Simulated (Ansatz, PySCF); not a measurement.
Reaction R1 → 2 P1, each structure at its B3LYP-D3(BJ)/def2-TZVP stationary point, reached from a drawn start (curvature not checked).
R1: H6Sn2 (SMILES [SnH3][SnH3]), charge 0, multiplicity 1.
P1: H3Sn (SMILES [SnH3]), charge 0, multiplicity 2.

P less R. No zero-point or thermal terms; singlets are restricted closed shells; open shells are unrestricted; no spin–orbit coupling.

The values were computed with Ansatz (Gaussian orbitals); PySCF for the D3/D4 terms. All values are computed, each at the level named. Elements past Kr take the def2 small-core potentials, without spin–orbit coupling.

Q: Give the reaction energy at the level wB97X-V/def2-TZVPP.

A: 269 kJ/mol

Q: Estimate the reaction energy that SVWN5/def2-TZVPP returns for this input.

A: 290 kJ/mol

Q: Estimate the reaction energy that BHLYP-D3(BJ)/def2-TZVPP returns for this input.

A: 253 kJ/mol

Ansatz is a program for electronic structure.
